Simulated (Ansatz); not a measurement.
Cost and result up the ladder for NiBr2(PH3)2 (NiP₂H₆Br₂) (11 atoms). The state is a singlet with charge 0. Geometry: PBE-D4/def2-SVP.

```csv
atom,x (Å),y (Å),z (Å)
Ni1,0.0492,0.0147,0.0885
Br2,2.2882,-0.3189,-0.3579
Br3,-2.2257,0.3262,0.4041
P4,0.1878,2.1109,-0.4237
H5,-0.4143,3.0740,0.4455
H6,-0.4604,2.4988,-1.6392
H7,1.4629,2.7256,-0.6373
P8,-0.1667,-2.1014,0.4817
H9,0.9143,-2.8400,1.0564
H10,-0.3725,-2.9072,-0.6842
H11,-1.2627,-2.5826,1.2660
```

Ansatz on 4 threads of Intel Xeon Platinum 8488C on a shared host. Times are rough, and most runs start from the orbitals of an earlier one. CAM-B3LYP-D4/def2-TZVP serves as the yardstick here, not as an exact answer. Differences are given only for rows in sets of like size (and for xTB, whose basis is part of the method), since another set adds its own error. Binding counts from free atoms at the same level (Ni triplet, Br doublet, P quartet, H doublet; other spins of the atoms weren't run), without zero-point energy or a counterpoise term.

The 6-31G sets use Cartesian d functions. B3LYP takes the VWN-RPA correlation.

Run but left out: B2PLYP/def2-TZVP, PBE-QIDH/def2-TZVP, MP2/def2-TZVP, CCSD(T)/def2-SVP (restricted singlet, unstable towards broken spin symmetry); HF/STO-3G, HF/6-31G (restricted singlet, unstable in another Hartree–Fock run and untested here).

```json
{"level": "PBE-D4/def2-SVP", "functions": "161", "wall time": "1.6 s", "binding energy per atom (eV)": "2.80", "difference from CAM-B3LYP-D4/def2-TZVP (eV)": "–"}
{"level": "B3LYP-D4/6-31G", "functions": "125", "wall time": "2.6 s", "binding energy per atom (eV)": "2.41", "difference from CAM-B3LYP-D4/def2-TZVP (eV)": "–"}
{"level": "PBE-D4/def2-TZVP", "functions": "251", "wall time": "2.7 s", "binding energy per atom (eV)": "2.77", "difference from CAM-B3LYP-D4/def2-TZVP (eV)": "0.10"}
{"level": "PBE0-D4/def2-SVP", "functions": "161", "wall time": "3.1 s", "binding energy per atom (eV)": "2.66", "difference from CAM-B3LYP-D4/def2-TZVP (eV)": "–"}
{"level": "PBE-D4/def2-TZVPD", "functions": "302", "wall time": "3.5 s", "binding energy per atom (eV)": "2.78", "difference from CAM-B3LYP-D4/def2-TZVP (eV)": "0.10"}
{"level": "r2SCAN-D4/def2-TZVP (with forces)", "functions": "251", "wall time": "6.5 s", "binding energy per atom (eV)": "2.75", "difference from CAM-B3LYP-D4/def2-TZVP (eV)": "0.08"}
{"level": "B3LYP-D4/def2-TZVP", "functions": "251", "wall time": "6.5 s", "binding energy per atom (eV)": "2.69", "difference from CAM-B3LYP-D4/def2-TZVP (eV)": "0.01"}
{"level": "PBE0-D4/def2-TZVP", "functions": "251", "wall time": "8 s", "binding energy per atom (eV)": "2.66", "difference from CAM-B3LYP-D4/def2-TZVP (eV)": "-0.02"}
{"level": "r2SCAN-D4/def2-TZVPD", "functions": "302", "wall time": "8 s", "binding energy per atom (eV)": "2.76", "difference from CAM-B3LYP-D4/def2-TZVP (eV)": "0.08"}
{"level": "CAM-B3LYP-D4/def2-TZVP", "functions": "251", "wall time": "8.5 s", "binding energy per atom (eV)": "2.68", "difference from CAM-B3LYP-D4/def2-TZVP (eV)": "0.00"}
{"level": "PBE0-D4/def2-TZVPD", "functions": "302", "wall time": "9 s", "binding energy per atom (eV)": "2.66", "difference from CAM-B3LYP-D4/def2-TZVP (eV)": "-0.02"}
{"level": "B97M-V/def2-TZVP", "functions": "251", "wall time": "14 s", "binding energy per atom (eV)": "2.71", "difference from CAM-B3LYP-D4/def2-TZVP (eV)": "0.03"}
```
